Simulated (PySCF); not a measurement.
**Scandium: a sound run and one with changed settings**

Sound run: Sc²⁺ [Ar] 3d1, Sc³⁺ [Ar]. Computed with PySCF 2.14 in x2c-TZVPall (6s5p4d1f, 48 functions), with the spin-free X2C one-electron Hamiltonian (Gaussian nucleus). The sound run starts from symmetry-adapted Hartree-Fock orbitals and uses a fine grid where one is needed.

A second run was set up differently.

```
species  method  sound run (hartree)  changed run (hartree)  converged
   Sc²⁺     UHF           -762.62829             -762.62829        yes
   Sc²⁺    MN15           -763.74322             -763.30576        yes
   Sc²⁺  M06-2X           -763.47383             -763.42694        yes
   Sc³⁺     UHF           -761.75449             -761.75449        yes
   Sc³⁺    MN15           -762.83203             -762.37922        yes
   Sc³⁺  M06-2X           -762.56389             -762.53553        yes
```

Ionisation energy of Sc²⁺:

```tsv
method	sound run (eV)	changed run (eV)
UHF	23.777	23.777
MN15	24.795	25.212
M06-2X	24.761	24.256
```

(1) What was changed?
A. minimal basis
B. radial grid too coarse
C. all electrons correlated in a valence basis
D. too few SCF iterations

Results:

(1) B. It used radial step 0.8 in ln r (0.13 in the sound run). A coarse radial grid mis-integrates the density and the exchange-correlation energy, with errors of either sign; Hartree-Fock needs no grid.
